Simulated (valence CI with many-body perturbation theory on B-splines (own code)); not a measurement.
Ba XXXV: calculated level list

Level of theory: valence CI with perturbative core correlation (CI+MBPT): four valence electrons over a frozen Dirac-Fock core [Ar], a basis of 7 s, 7 p, 8 d, 6 f, 4 g, 1 h functions for each j, with the one-electron correlation potential Σ1, the two-electron term Σ2, the three-electron term Σ3, Breit, model QED; selected CI, second order for the rest, scaled by the run's own slope (own B-spline code, finite nucleus).

The last digits are not significant, and no measured levels were compared; by estimate large intervals hold to a few tenths of a per cent, small ones and those within an open d or f shell to about a per cent. Only levels of the ground parity were solved; by the run's estimate the other parity begins above the list, which can be wrong where configurations are misplaced.

Levels 1 to 34 of 34, with energies above the lowest level, (3d3/2^4) J=0. "Leading %" is the weight of the configuration and term that name the level; weights of strongly mixed levels are sums over their largest components and can fall short. In the jj column 3d3/2^4 stands for four electrons in 3d with j = 3/2. Lifetimes count E1, E2, E3, M1 and M2 decay at the calculated energies, and are blank where another channel may lead or the interval is too uncertain; long ones can be off by a factor of two.

| No. | Configuration | Term | J | E (eV) | Leading % | g | Lifetime | Second component | Leading jj |
| --- | --- | --- | --- | --- | --- | --- | --- | --- | --- |
| 1 | 3d4 | 3P | 0 | 0.00 | 53 |  |  | 38 % 3d4 5D | 3d3/2^4 (94 %) |
| 2 | 3d4 | 5D | 1 | 12.75 | 70 | 1.494 | 30.6 μs | 30 % 3d4 3P | 3d3/2^3 3d5/2 (95 %) |
| 3 | 3d4 | 5D | 2 | 19.64 | 70 | 1.370 | 173 μs | 9 % 3d4 3F | 3d3/2^3 3d5/2 (65 %) |
| 4 | 3d4 | 3F | 4 | 21.39 | 32 | 1.142 |  | 20 % 3d4 5D | 3d3/2^3 3d5/2 (91 %) |
| 5 | 3d4 | 5D | 3 | 22.78 | 51 | 1.286 | 2.19 ms | 22 % 3d4 3F | 3d3/2^3 3d5/2 (68 %) |
| 6 | 3d4 | 5D | 0 | 32.29 | 58 |  | 6.60 μs | 23 % 3d4 3P | 3d3/2^2 3d5/2^2 (92 %) |
| 7 | 3d4 | 5D | 4 | 33.94 | 43 | 1.145 | 27.8 μs | 41 % 3d4 3H | 3d3/2^2 3d5/2^2 (87 %) |
| 8 | 3d4 | 3F | 2 | 35.76 | 40 | 1.018 | 12.2 μs | 22 % 3d4 1D | 3d3/2^2 3d5/2^2 (72 %) |
| 9 | 3d4 | 3G | 3 | 36.13 | 51 | 1.034 |  | 32 % 3d4 5D | 3d3/2^2 3d5/2^2 (70 %) |
| 10 | 3d4 | 3H | 5 | 38.84 | 70 | 1.077 | 45.3 μs | 30 % 3d4 3G | 3d3/2^2 3d5/2^2 (100 %) |
| 11 | 3d4 | 3P | 1 | 40.30 | 55 | 1.231 | 13.4 μs | 26 % 3d4 3D | 3d3/2^2 3d5/2^2 (84 %) |
| 12 | 3d4 | 3H | 6 | 40.90 | 58 | 1.091 | 23.7 ms | 42 % 3d4 1I | 3d3/2^2 3d5/2^2 (97 %) |
| 13 | 3d4 | 3G | 4 | 43.87 | 62 | 1.028 | 98.7 μs | 33 % 3d4 1G | 3d3/2^2 3d5/2^2 (94 %) |
| 14 | 3d4 | 3D | 2 | 44.84 | 41 | 1.141 | 68.4 μs | 32 % 3d4 3P | 3d3/2^2 3d5/2^2 (90 %) |
| 15 | 3d4 | 3F | 3 | 44.92 | 42 | 1.143 |  | 36 % 3d4 3D | 3d3/2^2 3d5/2^2 (86 %) |
| 16 | 3d4 | 3F | 4 | 51.56 | 40 | 1.198 | 10.8 μs | 29 % 3d4 5D | 3d3/2 3d5/2^3 (64 %) |
| 17 | 3d4 | 3F | 2 | 52.53 | 36 | 1.039 | 9.10 μs | 31 % 3d4 3P | 3d3/2^2 3d5/2^2 (75 %) |
| 18 | 3d4 | 3F | 3 | 55.43 | 47 | 1.109 | 7.26 μs | 22 % 3d4 3G | 3d3/2 3d5/2^3 (89 %) |
| 19 | 3d4 | 3G | 5 | 58.56 | 70 | 1.145 | 16.0 μs | 30 % 3d4 3H | 3d3/2 3d5/2^3 (100 %) |
| 20 | 3d4 | 3D | 1 | 58.93 | 69 | 0.802 | 5.37 μs | 20 % 3d4 3P | 3d3/2 3d5/2^3 (88 %) |
| 21 | 3d4 | 3F | 4 | 59.54 | 51 | 1.115 | 16.1 μs | 36 % 3d4 1G | 3d3/2^2 3d5/2^2 (72 %) |
| 22 | 3d4 | 1I | 6 | 59.62 | 58 | 1.065 | 17.3 μs | 42 % 3d4 3H | 3d3/2 3d5/2^3 (97 %) |
| 23 | 3d4 | 3P | 2 | 62.27 | 63 | 1.341 | 30.5 μs | 21 % 3d4 3D | 3d3/2^2 3d5/2^2 (65 %) |
| 24 | 3d4 | 1S | 0 | 63.68 | 55 |  | 9.77 μs | 44 % 3d4 3P | 3d3/2 3d5/2^3 (79 %) |
| 25 | 3d4 | 3F | 2 | 65.79 | 59 | 0.985 | 8.06 μs | 33 % 3d4 3P | 3d3/2 3d5/2^3 (60 %) |
| 26 | 3d4 | 1F | 3 | 66.35 | 44 | 1.084 | 10.8 μs | 32 % 3d4 3D | 3d3/2 3d5/2^3 (93 %) |
| 27 | 3d4 | 3F | 3 | 75.67 | 70 | 1.060 | 13.7 μs | 28 % 3d4 1F | 3d3/2 3d5/2^3 (99 %) |
| 28 | 3d4 | 3P | 1 | 76.23 | 94 | 1.452 | 7.76 μs | 4 % 3d4 3D | 3d3/2 3d5/2^3 (96 %) |
| 29 | 3d4 | 1G | 4 | 76.43 | 73 | 1.038 | 6.40 μs | 18 % 3d4 3F | 3d3/2 3d5/2^3 (62 %) |
| 30 | 3d4 | 3P | 0 | 77.58 | 54 |  | 17.5 μs | 44 % 3d4 1S | 3d3/2^2 3d5/2^2 (63 %) |
| 31 | 3d4 | 1D | 2 | 78.29 | 55 | 1.056 | 8.64 μs | 21 % 3d4 3P | 3d3/2 3d5/2^3 (45 %) |
| 32 | 3d4 | 3F | 4 | 80.50 | 50 | 1.145 | 5.50 μs | 27 % 3d4 1G | 3d5/2^4 (64 %) |
| 33 | 3d4 | 1D | 2 | 91.49 | 67 | 1.005 | 4.99 μs | 14 % 3d4 3D | 3d5/2^4 (49 %) |
| 34 | 3d4 | 1S | 0 | 109.20 | 73 |  | 2.88 μs | 27 % 3d4 3P | 3d5/2^4 (66 %) |

The ionisation energy to 3d3 4F_3/2 of the next ion comes out as 2255.9 eV (NIST: 2256 ± 5 eV (theoretical)). All 34 levels together are meant to be complete up to 113.57 eV.
